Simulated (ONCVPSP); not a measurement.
# In: what ONCVPSP 4.0.1 does with a changed input

Command:

```bash
oncvpsp.x < In.dat > In.out
```

Input:

```
# ATOM AND REFERENCE CONFIGURATION
# atsym  z   nc   nv     iexc    psfile
  In 49.00    6    5        3      upf
#
#   n    l    f
    1    0    2.00
    2    0    2.00
    2    1    6.00
    3    0    2.00
    3    1    6.00
    3    2   10.00
    4    0    2.00
    4    1    6.00
    4    2   10.00
    5    0    2.00
    5    1    1.00
#
# PSEUDOPOTENTIAL AND OPTIMIZATION
# lmax
    2
#
#   l,   rc,      ep,       ncon, nbas, qcut
    0    1.50    0.00    4    9    7.60
    1    1.35    0.00    4    8    9.10
    2    1.20    0.00    3    7    6.90
#
# LOCAL POTENTIAL
# lloc, lpopt,  rc(5),   dvloc0
    4    3    1.00   -8.00
#
# VANDERBILT-KLEINMAN-BYLANDER PROJECTORs
# l, nproj, debl
    0    2    1.70
    1    2    2.60
    2    2    0.50
#
# MODEL CORE CHARGE
# icmod, fcfact, rcfact
    2    0.40    1.10
#
# LOG DERIVATIVE ANALYSIS
# epsh1, epsh2, depsh
   -6.00    5.00    0.04
#
# OUTPUT GRID
# rlmax, drl
    6.00    0.01
#
# TEST CONFIGURATIONS
# ncnf
    4
# nvcnf
#   n    l    f
    5
    4    0    2.00
    4    1    6.00
    4    2   10.00
    5    0    2.00
    5    1    0.00
#
    5
    4    0    2.00
    4    1    6.00
    4    2   10.00
    5    0    1.00
    5    1    0.00
#
    5
    4    0    2.00
    4    1    6.00
    4    2   10.00
    5    0    0.00
    5    1    0.00
#
    5
    4    0    2.00
    4    1    6.00
    4    2   10.00
    5    0    2.00
    5    1    0.50
#
```

This is an input that runs to its end, with one change: dvloc0 set to -8.00 Ha.

**Question.** How does the run end?

**Answer.** The program runs through. Ghost flags: GHOST(+) s at 160.4 eV, GHOST(+) d at 1865.6 eV; the largest excitation error among the 3 tests with output is 6.15 meV, as for the unchanged input. Messages: WARNING no output for configuration 4; WARNING scattering state with energy 0.25000000; WARNING wellstate: negative energy specified for n= 5 l= 2.

```

Test configuration 4

   n   l     f        eae           eps        diff
   1   0  2.0000-1018.86470107
   2   0  2.0000 -152.69778226
   2   1  6.0000 -137.15356493
   3   0  2.0000  -29.06153303
   3   1  6.0000  -23.97083571
   3   2 10.0000  -16.04299261
   4   0  2.0000   -4.52031394   -4.52029788    1.61D-05
   4   1  6.0000   -2.99836312   -2.99837667   -1.36D-05
   4   2 10.0000   -0.81756877   -0.81793570   -3.67D-04
   5   0  2.0000   -0.43090826   -0.43089806    1.02D-05
   5   1  0.5000   -0.20372963   -0.20372012    9.51D-06

    Total energies and differences
      AE_ref= -5.87644588D+03  AE_tst= -5.87637071D+03  dif=  7.52D-02
      PS_ref= -1.90717616D+02  PS_tst= -1.90642431D+02  dif=  7.52D-02
      PSP excitation error= -1.40D-05
```
